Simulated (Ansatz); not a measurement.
Program: Ansatz. Geometries: PBE0-D4/def2-TZVP. ΔE: electronic, gas phase. CCSD(T)/CBS is the MP2 limit (def2-TZVPP, def2-QZVPP) plus CCSD(T) − MP2 in def2-TZVPP, frozen cores. This one scheme is used for every species. Triplets are unrestricted, without spin–orbit coupling. Each species was taken in one conformer, which may not be the lowest.

`[CH3][AlH][O][SiH3]` → `[AlH2][O][SiH3]` + `[CH2]` (triplet)  (formal loss of a carbene)

`[CH3][AlH][O][SiH3]`:

Z-matrix (Å, degrees):
```
C
Al 1 1.942
H 1 1.093 2 112.4
H 1 1.096 2 110.3 3 -119.5
H 1 1.094 2 111.7 3 122.1
O 2 1.688 1 119.8 3 22.6
H 2 1.582 1 124.0 3 -158.2
Si 6 1.621 2 169.7 1 -4.7
H 8 1.489 6 110.8 2 -9.3
H 8 1.488 6 110.1 2 110.7
H 8 1.488 6 110.2 2 -129.3
```

`[AlH2][O][SiH3]`:

Cartesian coordinates in Å:
```
Al 1.336 -1.292 -0.208
O 0.137 -0.125 -0.037
Si -1.024 0.992 0.158
H 2.713 -0.850 -0.841
H 1.014 -2.761 0.272
H -1.894 1.034 -1.047
H -0.419 2.336 0.360
H -1.862 0.666 1.343
```

`[CH2]` (triplet):

Cartesian coordinates in Å:
```
C 0.232 0.010 0.149
H -0.234 -0.962 0.178
H 0.002 0.952 -0.326
```

```tsv
species	MP2/def2-QZVPP energy (Eh)
`[CH3][AlH][O][SiH3]`	-648.52577
`[AlH2][O][SiH3]`	-609.27261
`[CH2]` (triplet)	-39.06604
```

Work out ΔE.

ΔE = (-609.27261) + (-39.06604) − (-648.52577) = 0.18712 Eh = +491.3 kJ/mol. CCSD(T)/CBS gives +482.5 kJ/mol.

Largest T1 diagnostic among the species: 0.012.

At CCSD(T), def2-SVP lies −28.4 kJ/mol from the extrapolated value and def2-TZVPP −12.7 kJ/mol. In def2-TZVPP, CCSD(T) changes the Hartree–Fock value by +141.5 kJ/mol (the triples alone add +11.6 kJ/mol) and MP2 by +155.7 kJ/mol. From BLYP to BHLYP (50 % exact exchange), in def2-TZVPP and without D4, ΔE moves by −9.1 kJ/mol.
